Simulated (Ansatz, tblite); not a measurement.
Removing an electron: Cr(NH2)2 (CrN₂H₄). Charge 0, multiplicity 5. Geometry: PBE0-D4/def2-TZVP. Ansatz, gas phase; energy differences of separate SCF runs; the oxidised species was run as a quartet alone.

```
atom   x (Å)   y (Å)   z (Å)
 Cr1   0.112   0.198  -0.326
  N2   1.238   0.996   0.939
  H3   0.979   1.742   1.572
  H4   2.119   0.618   1.263
  N5  -1.195  -0.921  -1.061
  H6  -2.192  -0.747  -1.053
  H7  -1.060  -1.886  -1.333
```

The xTB rows come from tblite.

```tsv
level	−HOMO (eV)	vertical IE (eV)	−LUMO (eV)	HOMO–LUMO gap (eV)	remarks
GFN1-xTB	–	13.23	–	–	–
GFN2-xTB	–	11.76	–	–	–
PBE-D4/def2-TZVP	4.44	7.56	2.74	1.70	spin-contaminated (⟨S²⟩ 3.98) (+1 quartet)
BLYP-D4/def2-TZVP	4.28	7.46	2.57	1.71	spin-contaminated (⟨S²⟩ 3.95) (+1 quartet)
```

Run but left out: r2SCAN-D4/def2-TZVP, B97M-V/def2-TZVP, PBE0-D4/def2-TZVP, LC-ωPBE/def2-TZVP, B2PLYP/def2-TZVP, PBE-QIDH/def2-TZVP (charge +1 quartet: ⟨S²⟩ 4.14 to 4.49, where a pure state has 3.75).  HOMO and LUMO are the levels of the spin that leaves or enters (xTB has no such levels and no spin-polarisation term). Other spin states of the ions may lie lower, which would lower the ionisation energy or raise the affinity. Raw xTB energy differences between charge states are shifted by several eV; the methods need an empirical correction for them.
